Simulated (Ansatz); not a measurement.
Start from `F[Si](F)([SiH3])Br` and change one atom or group to get `F[Si](F)(F)[SiH3]`.

Ansatz, PBE0-D4/def2-TZVP geometries, multiplicity 1. 

Scalar relativity is left out up to krypton. Spin–orbit coupling is left out; it splits and shifts lone-pair levels of the heavy atoms by tenths of an eV.

| property | `F[Si](F)([SiH3])Br` |
| --- | --- |
| LUMO energy (B3LYP/def2-TZVPP) / eV | -0.68 |
| HOMO–LUMO gap (ωB97M-V/def2-TZVPP) / eV | 12.11 |
| HOMO energy (PBE0/def2-TZVPP) / eV | -8.73 |
| LUMO energy (PBE/def2-TZVPP) / eV | -1.36 |
| HOMO–LUMO gap (B3LYP/def2-TZVPP) / eV | 7.82 |
| LUMO energy (ωB97M-V/def2-TZVPP) / eV | 1.32 |

(1) Give the same properties after the change, and the shifts. (Estimate.)

Answers

(1) Computed: 
```
                               property  `F[Si](F)(F)[SiH3]`  shift
    LUMO energy (B3LYP/def2-TZVPP) / eV                -0.48   0.20
HOMO–LUMO gap (ωB97M-V/def2-TZVPP) / eV                13.00   0.89
     HOMO energy (PBE0/def2-TZVPP) / eV                -9.38  -0.65
      LUMO energy (PBE/def2-TZVPP) / eV                -1.15   0.21
  HOMO–LUMO gap (B3LYP/def2-TZVPP) / eV                 8.70   0.88
  LUMO energy (ωB97M-V/def2-TZVPP) / eV                 1.53   0.21
```

With PBE0 the HOMO falls by 0.65 eV and the LUMO rises by 0.22 eV, so the gap widens by about 0.87 eV. PBE moves the HOMO by -0.56 eV and ωB97M-V by -0.68 eV.

B3LYP here is the variant with VWN-RPA as its local correlation; programs differ in this.
